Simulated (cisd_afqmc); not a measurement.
Input (AFQMC/CISD/cc-pV(T+d)Z; cisd_afqmc is a phaseless AFQMC code with CISD trial states that reads the integrals written by Ansatz): A basis named .json is the Basis Set Exchange file of that set.

Ansatz 0.2 input:
```python
import cisd_afqmc

open("ham.yaml", "w").write("""\
crystal:
  periodic: [false, false, false]
  atoms:
    - {symbol: C, position_ang: [1.71292909, -0.43134835, -0.04873015]}
    - {symbol: C, position_ang: [0.46159916, -0.09697732, -0.01221936]}
    - {symbol: Cl, position_ang: [-0.08010747, 1.54674144, 0.07458987]}
    - {symbol: Cl, position_ang: [-0.82594945, -1.28443327, -0.04719655]}
    - {symbol: H, position_ang: [2.35579814, -1.28928485, -0.09998944]}
basis:
  gaussian:
    orbitals: cc-pV_T+d_Z.json
magnetization: {spin_polarized: true, initial_magnetization: 1}
correlation: {method: ccsd, electrons: outside_noble_gas, hamiltonian_folder: ham}
""")
rep = cisd_afqmc.ansatz("ham.yaml")
e_ccsd = rep["correlation"]["coupled_cluster"]["energy"]["hartree"]
out = cisd_afqmc.run("ham", e_ccsd, trial="CISD", walkers=1000, populations=1, threads=12, dt=0.005, steps=40, early=24, settle=10, least=100,
    cut=5e-5, rank_cut=2e-4, target=0.0007, seconds=1500, seed=4, memory=62639, gpu=True)
```

Output:

```
orbitals 140, occupied [12, 11], factors 837 of 907, rank of the doubles 1043 of 2955
E(HF) = -995.284658
E(CCSD) on the cut factors = -995.983332, shift to the whole factors -0.000006
Energy of the trial state on the determinant = -995.983297
  tau behind 7.2 of longer steps, mean of the populations' last blocks
   2.0  -996.02108
   4.0  -996.02049
   6.0  -996.01682
   8.0  -996.02066
  10.0  -996.01935
  12.0  -996.02025
  14.0  -996.01958
  16.0  -996.01993
  18.0  -996.01977
  20.0  -996.01834
  22.0  -996.01924
blocks 100 (0 outliers left out), error by blocks joined: 1: 0.00030, 2: 0.00037, 4: 0.00045, 8: 0.00040
E(AFQMC/CISD) = -996.01944 +/- 0.00045
```

The determinant is spin-contaminated: <S^2> is 0.97, 0.22 over the pure value.
